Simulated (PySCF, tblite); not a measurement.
Isomers of C7H10NP. Method: GFN2-xTB as coded in tblite; computed harmonic values from a numerical Hessian at the method's own geometry, unscaled. The method is semi-empirical: single wavenumbers can be off by several per cent or more. One conformer each.

Electronic energies: PBE0-D3(BJ)/def2-SVP at its own geometries (PySCF, gas phase).

```
         SMILES  electronic energy, lowest = 0 (kJ/mol)
  CP(C)c1ccccn1                                     0.0
  CC(C)c1ncccp1                                    27.0
Cc1cn(C2CC2)cp1                                    79.9
   C=Cc1cpcn1CC                                    61.6
 CC/C=P\n1cccc1                                    84.4
  CC#CP(C)CCC#N                                   215.1
```

Task: How do GFN2-xTB zero-point energies change the relative energies?

Result: 
```json
{"SMILES": "CP(C)c1ccccn1", "ZPE (kJ/mol)": "393.7", "of it from modes above 1550 cm⁻¹": "200.2", "electronic (kJ/mol)": "0.0", "with ZPE, lowest = 0 (kJ/mol)": "0.0", "lowest mode (cm⁻¹)": "31", "rings": "1"}
{"SMILES": "CC(C)c1ncccp1", "ZPE (kJ/mol)": "401.8", "of it from modes above 1550 cm⁻¹": "180.9", "electronic (kJ/mol)": "27.0", "with ZPE, lowest = 0 (kJ/mol)": "35.1", "lowest mode (cm⁻¹)": "21", "rings": "1"}
{"SMILES": "C=Cc1cpcn1CC", "ZPE (kJ/mol)": "401.6", "of it from modes above 1550 cm⁻¹": "193.1", "electronic (kJ/mol)": "61.6", "with ZPE, lowest = 0 (kJ/mol)": "69.5", "lowest mode (cm⁻¹)": "49", "rings": "1"}
{"SMILES": "Cc1cn(C2CC2)cp1", "ZPE (kJ/mol)": "403.2", "of it from modes above 1550 cm⁻¹": "183.4", "electronic (kJ/mol)": "79.9", "with ZPE, lowest = 0 (kJ/mol)": "89.4", "lowest mode (cm⁻¹)": "21", "rings": "2"}
{"SMILES": "CC/C=P\\n1cccc1", "ZPE (kJ/mol)": "400.9", "of it from modes above 1550 cm⁻¹": "192.8", "electronic (kJ/mol)": "84.4", "with ZPE, lowest = 0 (kJ/mol)": "91.6", "lowest mode (cm⁻¹)": "39", "rings": "1"}
{"SMILES": "CC#CP(C)CCC#N", "ZPE (kJ/mol)": "386.0", "of it from modes above 1550 cm⁻¹": "206.6", "electronic (kJ/mol)": "215.1", "with ZPE, lowest = 0 (kJ/mol)": "207.4", "lowest mode (cm⁻¹)": "16i", "rings": "0"}
```

The zero-point energies span 17.2 kJ/mol, from `CC#CP(C)CCC#N` to `Cc1cn(C2CC2)cp1`. Slightly imaginary modes are left out of the zero-point energy: `CC#CP(C)CCC#N` 15.8i cm⁻¹. The order is unchanged.

Task: And how do the electronic energies of GFN2-xTB itself compare?

Result: `CP(C)c1ccccn1` 0.0; `CC(C)c1ncccp1` 15.5; `C=Cc1cpcn1CC` 25.7; `Cc1cn(C2CC2)cp1` 18.7; `CC/C=P\n1cccc1` 17.7; `CC#CP(C)CCC#N` 225.4 kJ/mol, lowest = 0. Against the energies above, taken from the same isomer `CP(C)c1ccccn1`, the largest difference is 66.7 kJ/mol. The two levels were optimised apart and needn't hold the same conformer.

Task: What do entropy and thermal enthalpy add at 298.15 K and 1 bar (rigid rotor, harmonic oscillator, one conformer each)?

Result: 
| SMILES | point group | symmetry number | S (J/(mol K)) | H − H(0) (kJ/mol) | ZPE + H − H(0) − TS (kJ/mol) |
| --- | --- | --- | --- | --- | --- |
| CP(C)c1ccccn1 | C1 | 1 | 409.8 | 28.52 | 300.0 |
| C=Cc1cpcn1CC | C1 | 1 | 402.2 | 27.44 | 309.1 |
| CC/C=P\n1cccc1 | C1 | 1 | 409.9 | 27.76 | 306.4 |

Not tabulated: `CC(C)c1ncccp1` (lowest mode only 21 cm⁻¹); `Cc1cn(C2CC2)cp1` (lowest mode only 21 cm⁻¹); `CC#CP(C)CCC#N` (lowest mode only 16i cm⁻¹).
